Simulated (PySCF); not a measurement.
## Fractional electron number in Pd⁺ (palladium, charge +1)

The 4d beta orbital of [Kr] 4d9 is emptied in steps (occupation f), with all orbitals relaxed, ending at [Kr] 4d8. All numbers are calculated (PySCF 2.14, scalar relativity through the core potential, in aug-cc-pVDZ-PP with ECP28MDF (5s5p4d2f, 54 functions)). The exact energy is a straight line in f; departures are measured from the line between the end points of the same method.

```csv
f,HSE06 (eV)
1,0.000
0.9,-0.392
0.7,-0.922
0.5,-1.105
0.3,-0.933
0.1,-0.402
0,0.000
```

| method | E(f=0) − E(f=1) (eV) | −ε at f=1 (eV) | −ε at f=0.5 (eV) |
| --- | --- | --- | --- |
| HSE06 | 19.385 | 15.045 | 19.350 |

Orbital energy along the path (eV):

```json
{"f": "1", "HSE06": "-15.045"}
{"f": "0.9", "HSE06": "-15.882"}
{"f": "0.7", "HSE06": "-17.595"}
{"f": "0.5", "HSE06": "-19.350"}
{"f": "0.3", "HSE06": "-21.137"}
{"f": "0.1", "HSE06": "-22.947"}
{"f": "0", "HSE06": "-23.859"}
```

Reference removal energy between the ground levels: 19.43 ± 0.12 eV (semi-empirical (NIST evaluation); NIST Atomic Spectra Database, ionization energies). The calculation has no spin-orbit coupling. The determinant left behind need not be the lowest term of the ion.
